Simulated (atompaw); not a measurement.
An all-electron radial function and its pseudo partner (phosphorus)

Columns: radius, all-electron u(r) and pseudo u(r) of the 3s shell (level -13.97 eV) of phosphorus in the configuration [Ne] 3s2 3p3; PBE, scalar-relativistic, PAW (atompaw) scheme, atompaw 4.2.0.5.

```
r (bohr)  all-electron  pseudo
   0.087        0.1519  0.0518
   0.173       -0.1100  0.1036
   0.260       -0.3103  0.1571
   0.346       -0.3749  0.2114
   0.433       -0.3327  0.2678
   0.519       -0.2253  0.3248
   0.606       -0.0838  0.3833
   0.692        0.0656  0.4412
   0.779        0.2119  0.4988
   0.865        0.3433  0.5538
   0.952        0.4588  0.6061
   1.038        0.5544  0.6533
   1.125        0.6327  0.6954
   1.212        0.6938  0.7308
   1.298        0.7382  0.7583
   1.385        0.7687  0.7782
   1.471        0.7862  0.7900
   1.558        0.7929  0.7940
   1.644        0.7904  0.7906
   1.731        0.7803  0.7803
   1.817        0.7642  0.7642
   1.904        0.7430  0.7430
   1.990        0.7184  0.7184
   2.077        0.6907  0.6907
   2.163        0.6614  0.6614
   2.250        0.6306  0.6306
```

(1) How many radial nodes do the two functions have?

(2) At about which radius was the pseudo-wave matched?

(3) Where does each function peak?

(4) Is the pseudo-wave norm-conserving?

Results:

(1) The all-electron 3s function has n − l − 1 = 2; the pseudo-wave has 0, since the states of the same l below it are removed with the core.

(2) 1.75 bohr. The columns agree to 0.0005 from 1.64 bohr on; several derivatives are matched, so the curves merge somewhat inside the radius.

(3) Outermost all-electron maximum near 1.56 bohr, pseudo maximum near 1.56 bohr (to the table’s step).

(4) No, it belongs to a PAW set: the norm inside the radius is not constrained, and the difference is carried by the augmentation charge.
